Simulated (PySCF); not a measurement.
**How methods differ on the ionisation energy of Te⁺**

Te⁺ [Kr] 4d10 5s2 5p3 (4S) → Te²⁺ [Kr] 4d10 5s2 5p2 (3P), as a difference of total energies. Calculation: PySCF 2.14, in def2-TZVPPD with the def2 core potential (28 electrons); scalar relativity through the core potential. Correlated levels: valence: 4s2 4p6 4d10 frozen; valence and next inner shell: nothing frozen outside the core potential. The calculations carry no spin-orbit coupling.

| method | ionisation energy (eV) |
| --- | --- |
| UHF | 18.359 |
| LDA | 18.932 |
| PBE | 18.752 |
| PBE0 | 18.857 |
| r2SCAN | 19.009 |
| r2SCAN0 | 19.045 |
| B3LYP | 18.757 |
| r2SCANh | 19.024 |
| B2PLYP | 18.700 |
| MP2 (valence) | 18.778 |
| SCS-MP2 (valence) | 18.654 |
| MP2 (valence and next inner shell) | 18.963 |
| SCS-MP2 (valence and next inner shell) | 18.786 |

Problem. How much does correlation contribute at MP2 (valence and next inner shell)?

Solution. 18.963 − (18.359) = 0.604 eV, measured against UHF.

The reference lies between the lowest fine-structure levels, while these numbers refer to the centres of the terms.

Errors of the correlated levels include the incompleteness of this basis and the frozen core.

For comparison: 18.6 ± 0.4 eV (measured; NIST Atomic Spectra Database, ionization energies).
